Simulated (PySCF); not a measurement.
## Calculated NMR parameters of [SiH3]N([SiH3])C1=C[SiH2]C=C[SiH2]1

```
Formula                               : C4H13NSi4
SMILES                                : [SiH3]N([SiH3])C1=C[SiH2]C=C[SiH2]1
Point group of the computed structure : C1
Degrees of unsaturation               : 3
Carbon signals                        : 4
Proton signals                        : 6
```

Structure with atom numbers: `[SiH3:1][N:2]([SiH3:3])[C:4]1=[CH:5][SiH2:6][CH:7]=[CH:8][SiH2:9]1`; H(Xn) means a hydrogen on atom n.

Rapidly exchanging positions averaged, single conformer, relativity neglected, no solvent. GIAO PBE/pcSseg-1 shieldings; geometry: PBE0-D3(BJ)/def2-SVP; PySCF 2.14.

Scale: $^{1}$H, $^{13}$C, $^{29}$Si against TMS; $^{15}$N against NH3 (reference shieldings calculated alike).

```tsv
carbon	δC, type	δH (multiplicity)	HMBC from (2–3 bonds)	span of the C tensor (ppm)
C4	163.1, C	–	H(C8), H(C5), H(Si1)/H(Si3), H(Si9), H(Si6)	218
C5	114.8, CH	5.44 (t)	H(C7), H(Si9), H(Si6)	173
C7	153.6, CH	7.32 (m)	H(C8), H(C5), H(Si9), H(Si6)	262
C8	149.5, CH	7.15 (m)	H(C7), H(Si9), H(Si6)	242
```

Other nuclei:
| atoms | nucleus | environment | δ (ppm) | σ (ppm) |
| --- | --- | --- | --- | --- |
| H(Si1)/H(Si3) | $^{1}$H | hydrogen on a silicon bonded to N | 5.01 | 26.18 |
| H(Si9) | $^{1}$H | hydrogen on a silicon bonded to 2 C, in a 6-membered ring | 4.97 | 26.22 |
| H(Si6) | $^{1}$H | hydrogen on a silicon bonded to 2 C, in a 6-membered ring | 4.97 | 26.22 |
| Si1/Si3 | $^{29}$Si | silicon bonded to N, 3 H | -51.1 | 385.7 |
| Si6 | $^{29}$Si | silicon bonded to 2 C, 2 H, in a 6-membered ring | -64.4 | 399.0 |
| Si9 | $^{29}$Si | silicon bonded to 2 C, 2 H, in a 6-membered ring | -77.4 | 412.0 |
| N2 | $^{15}$N | enamine nitrogen | 91.2 | 173.8 |

- Carbon types of the structure: 1 × C, 3 × CH, leaving 10 H on heteroatoms.
- δC 163.1: alkene carbon bearing nitrogen; an sp2 carbon further deshielded by the attached heteroatom.
- δC 153.6, 149.5: alkene CH; as expected for a trigonal carbon in a double bond.
- δC 114.8: β carbon of an enol-ether or enamine type C=C; the O or N lone pair pushes π density onto this β carbon and shields it.
- δH 7.32, 7.15: hydrogen on an alkene CH; olefinic region.
- δH 5.44: hydrogen on a β carbon of an enol-ether or enamine type C=C; olefinic region.

Shifts are as computed. Against solution values, carbons near 30 ppm lie about +2 ppm off and those near 130 ppm about +2 ppm. Of 1313 compounds with measured shifts, 239 miss one by over three times the rms of a fit or turn the order of signals round; such compounds aren't used in these exercises. Experimental scales use liquid or dissolved standards, which lie at an offset from isolated NH3 (liquid NH3: subtract about 20 ppm). Multiplicities follow the n + 1 count of equivalent neighbours, as no J values were calculated; m marks all less simple cases, F and P coupling included.
